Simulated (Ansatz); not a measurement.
`CC(C)(C)[O][Sn][O]C(C)(C)C` at its PBE0-D4/def2-TZVP geometry, where that method's forces vanish. Charge 0, multiplicity 1. Sn: def2 effective core potential.

```xyz
29

C     1.8311    0.9551   -2.0207
C     0.3153    1.1037   -1.9564
C    -0.3479    0.1363   -2.9303
C    -0.0792    2.5361   -2.2985
O    -0.0867    0.7443   -0.6518
Sn   -1.2056    1.7022    0.6880
O    -1.1227    0.3207    2.0788
C    -0.5143   -0.9540    2.2209
C    -0.8921   -1.4543    3.6083
C     0.9991   -0.8191    2.1029
C    -1.0488   -1.9027    1.1546
H     2.1161   -0.0651   -1.7563
H     2.3075    1.6369   -1.3123
H     2.2100    1.1748   -3.0221
H    -0.0330    0.3289   -3.9591
H    -1.4353    0.2329   -2.8782
H    -0.0841   -0.8911   -2.6721
H     0.2547    2.8044   -3.3035
H    -1.1659    2.6634   -2.2657
H     0.3743    3.2427   -1.5964
H    -0.4601   -2.4397    3.8014
H    -0.5304   -0.7600    4.3697
H    -1.9780   -1.5262    3.6992
H     1.2693   -0.4566    1.1094
H     1.4899   -1.7819    2.2675
H     1.3699   -0.1144    2.8515
H    -0.7809   -1.5413    0.1601
H    -0.6350   -2.9062    1.2837
H    -2.1372   -1.9701    1.2272
```

Problem. What forces (eV/Å) does r2SCAN-D4/def2-TZVPP give on these atoms in the Gaussian-basis code of Ansatz? (Estimate.)

Solution. Computed: 
```
C1   0.166 -0.024  0.002
C2   0.058  0.091 -0.220
C3  -0.073 -0.115 -0.096
C4  -0.044  0.151 -0.038
O5  -0.010 -0.176  0.216
Sn6 -0.115  0.221  0.002
O7  -0.122  0.182  0.054
C8   0.102 -0.218  0.028
C9  -0.042 -0.053  0.150
C10  0.155  0.024 -0.013
C11 -0.062 -0.090 -0.113
H12 -0.005  0.008 -0.001
H13 -0.007 -0.006 -0.004
H14 -0.010 -0.002  0.013
H15 -0.001  0.001  0.016
H16  0.009  0.001  0.004
H17 -0.001  0.010 -0.001
H18  0.000 -0.004  0.005
H19  0.015 -0.007  0.004
H20 -0.005 -0.013 -0.004
H21 -0.005  0.014 -0.005
H22 -0.004 -0.007 -0.009
H23  0.012  0.001 -0.002
H24 -0.005 -0.002  0.009
H25 -0.007  0.007 -0.001
H26 -0.004 -0.005 -0.007
H27 -0.002 -0.001  0.011
H28 -0.003  0.010  0.002
H29  0.009  0.003 -0.001
```
